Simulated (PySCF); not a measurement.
## Nuclear quadrupole coupling in `[SiH3]N1CCCC1`

Species: C₄H₁₁NSi.
Numbering: `[SiH3:1][N:2]1[CH2:3][CH2:4][CH2:5][CH2:6]1` (hydrogens: H7, H8, H9 on Si1; H10, H11 on C3; H12, H13 on C4; H14, H15 on C5; H16, H17 on C6)

Cartesian coordinates in Å at the PBE0-D3(BJ)/def2-SVP level; atoms count from 1:
```
atom  x, y, z in Å
Si1    2.308    0.473   -0.241
N2     0.620    0.137   -0.087
C3    -0.400    1.130    0.206
C4    -1.699    0.413   -0.144
C5    -1.408   -1.010    0.321
C6     0.063   -1.213   -0.056
H7     2.464    1.841   -0.828
H8     2.914   -0.555   -1.144
H9     3.083    0.445    1.047
H10   -0.247    2.047   -0.387
H11   -0.411    1.433    1.274
H12   -2.584    0.859    0.333
H13   -1.852    0.436   -1.235
H14   -1.526   -1.072    1.416
H15   -2.069   -1.767   -0.124
H16    0.570   -1.870    0.674
H17    0.158   -1.702   -1.044
```

Field gradients from the PBE0/pcSseg-1 density (PySCF, non-relativistic), principal values in atomic units, ordered |Vxx| ≤ |Vyy| ≤ |Vzz|:

```csv
atom,Vxx,Vyy,Vzz
N2,0.3947,0.8228,-1.2175
```

Problem. Find the asymmetry η = (Vxx − Vyy)/Vzz and the couplings χ = eQV/h (234.96 MHz × Q in barn × V in au), with Q(14N) = 0.02044 b.

Solution. 
```tsv
atom	environment	nucleus	η	χzz (MHz)	χxx (MHz)	χyy (MHz)
N2	silicon-bound nitrogen	14N	0.35	-5.85	1.90	3.95
```

The tensor is traceless: Vxx + Vyy + Vzz = 0.

Problem. What is Vzz at N2 in SI units (1 au = 9.71736 × 10²¹ V/m²)?

Solution. -1.2175 au = -11.831 × 10²¹ V/m².

Problem. And the gradient at the other heavy atoms, for which no coupling is worked out here?

Solution. 
```
atom                   environment  Vzz (au)     η
 Si1                  SiH3 silicon     0.204  0.10
  C3  sp3 carbon bound to nitrogen     0.236  0.16
  C4               ring CH2 carbon     0.047  1.00
  C5               ring CH2 carbon     0.059  0.75
  C6  sp3 carbon bound to nitrogen     0.240  0.18
```

Were the hydrogens deuterons (Q(2H) = 0.00286 b), χzz would run from 89 kHz (H9) to 197 kHz (H15 and H12).

One conformer (not necessarily the lowest) at the PBE0-D3(BJ)/def2-SVP geometry, without solvent, vibrations or thermal averaging. The basis is small and wasn't made for field gradients, so the couplings can be 20 % off.
